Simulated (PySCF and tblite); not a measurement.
Values are calculated unless marked as measured or tabulated.
C₉H₁₂O, numbered as in [CH3:1][C:2](=[O:3])[CH2:4][C:5]1=[CH:6][CH2:7][CH:8]=[CH:9][CH2:10]1.

Conformers came from 90 starts (ETKDG and KDG, MMFF94s, GFN2-xTB); geometries are GFN2-xTB. Energies: PBE0-D3(BJ)/6-31G*, with GFN2-xTB thermal terms (modes under about 100 cm⁻¹ blended into free rotors). Symmetry numbers and mirror images are counted. Conformers within 3 kcal/mol (GFN2-xTB free energy) were kept, 10 at most. Codes: tblite and PySCF.

Rotational constants are equilibrium values for the commonest isotopes; dipoles come from the energy level named.

Torsions listed: O3–C2–C4–C5, C2–C4–C5–C10. The 6-ring runs over atoms 5–6–7–8–9–10. Of a mirror pair one member is shown.

| conformer | shape | symmetry |
| --- | --- | --- |
| 1 | 6-ring boat (ring torsions 12, -12, 0, 12, -12, 0°); 90°, -76° | C1 (pair) |
| 2 | 6-ring flat; 104°, 114° | C1 (pair) |
| 3 | 6-ring boat (ring torsions -11, 11, 0, -13, 13, -1°); -71°, -74° | C1 (pair) |

Task: Give the rotational constants and dipole components, as needed to look for these species in a jet-cooled rotational spectrum.

Result: 
```
conformer  A (MHz)  B (MHz)  C (MHz)  abs μa (D)  abs μb (D)  abs μc (D)      κ  Ic−Ia−Ib (u Å²)
        1     2517      872      760        1.04        2.32        0.63  -0.87           -115.7
        2     2597      840      746        1.82        2.07        0.11  -0.90           -119.3
        3     2780      811      706        0.52        1.77        1.59  -0.90            -89.3
```

Task: Which type of transition is strongest for conformer 1?

Result: b-type, since that component is clearly the largest; the top is near-prolate.
